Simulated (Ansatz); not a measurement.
# Ligand exchange: C3H7ClMg + C3H8O → C3H8MgO + C3H7Cl

Species: C3H7ClMg `C[CH](C)[Mg][Cl]`, singlet; C3H8O (1-propanol) `CCCO`, singlet; C3H8MgO `C[CH](C)[Mg][OH]`, singlet; C3H7Cl (1-chloropropane) `CCCCl`, singlet. The partners trade Cl for OH: Mg–Cl and C–OH bonds give way to Mg–OH and C–Cl.

Shapes, held fixed at every level: PBE0-D4/def2-TZVP. Flexible molecules stand in one conformer, not always the lowest. Programs: Ansatz 0.2.0. The zero-point and thermal change to 298 K, harmonic and unscaled (PBE0-D4/def2-TZVP), is -5.5 kJ/mol.

Estimate ΔH(298 K) of this reaction.

The highest level, CCSD(T)/def2-TZVPP, gives ΔH(298 K) = +51.7 kJ/mol; the levels span +51.7 to +74.7. The column of differences is taken from that level and isn't an error. No measured value is set beside it here. Correlated rows may include outer-core shells of Mg, which these sets cover unevenly.

```csv
level,kind,ΔH(298 K) (kJ/mol),less CCSD(T)/def2-TZVPP
HF/def2-TZVPP,Hartree–Fock,+74.7,+23.0
r2SCAN-D4/def2-TZVPP,meta-GGA,+54.0,+2.3
PBE0-D4/def2-TZVPP,global hybrid,+56.9,+5.2
r2SCAN0-D4/def2-TZVPP,global hybrid,+57.9,+6.2
wB97M-V/def2-TZVPP,range-separated hybrid,+52.6,+0.9
MP2/def2-SVP,perturbation theory,+59.0,+7.3
CCSD/def2-TZVPP,coupled cluster or CI,+54.3,+2.6
CCSD(T)/def2-TZVPP,coupled cluster or CI,+51.7,0.0
```
